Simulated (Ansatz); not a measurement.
CH5ClGaN (`[CH3][Ga]([NH2])[Cl]`), relaxed with RKS PBE0-D4/def2-TZVP in Ansatz 0.2.0 from a PBE-D4/def2-SVP geometry. The force threshold is 0.005 eV/Å; the program also tests the step.

Total charge 0; spin multiplicity 1.

Start:

```xyz
9

C     0.957    1.122    0.551
Ga    0.063   -0.553    0.069
N    -1.461   -0.759   -0.896
Cl    0.892   -2.466    0.715
H     2.003    1.102    0.188
H     0.979    1.225    1.654
H     0.437    1.997    0.116
H    -2.008    0.007   -1.290
H    -1.862   -1.675   -1.106
```

(1) By how much does the energy fall, and how many steps does the optimiser take? (Estimate.)

(2) Which bonds change most? (Best estimate.)

(3) Give the relaxed structure. (Estimate.)

Answers

(1) The calculation gave: 3.13 kJ/mol, in 5 steps.

(2) Computed: Ga2–Cl4 from 2.182 to 2.159 Å; C1–H6 from 1.108 to 1.091 Å; C1–H7 from 1.107 to 1.090 Å; C1–H5 from 1.108 to 1.091 Å.

(3) The calculation gave: 
```xyz
9

C     0.951    1.113    0.549
Ga    0.057   -0.547    0.068
N    -1.454   -0.757   -0.895
Cl    0.885   -2.435    0.712
H     1.980    1.096    0.186
H     0.982    1.212    1.635
H     0.439    1.979    0.128
H    -1.990   -0.002   -1.286
H    -1.849   -1.659   -1.096
```
